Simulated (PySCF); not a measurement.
Radial density of Fe (iron, neutral)

wB97X, [Ar] 3d5 4s2 4p1, high-spin 7P determinant (an excited configuration). Computed with PySCF 2.14 in ANO-RCC-VTZP (6s5p3d2f1g, 59 functions), with the spin-free X2C one-electron Hamiltonian (Gaussian nucleus).

```tsv
r (bohr)	4πr²ρ (e/bohr)	4πr²(ρα − ρβ)
0.00104	0.2284	0.0000
0.00175	0.5762	0.0000
0.00294	1.423	0.0001
0.00494	3.389	0.0002
0.00830	7.597	0.0003
0.0140	15.29	0.0007
0.0235	25.52	0.0015
0.0395	31.43	0.0039
0.0665	26.64	0.0147
0.112	26.23	0.0702
0.188	35.04	0.3775
0.316	19.77	1.7431
0.532	14.35	4.3895
0.895	13.53	4.3191
1.51	3.364	1.6323
2.53	1.392	0.5283
4.26	0.4253	0.1835
7.16	0.02104	0.0172
12.0	0.0004688	0.0003
```

Densities and radii are taken from the X2C orbitals without a picture-change correction, which distorts them close to the nucleus.
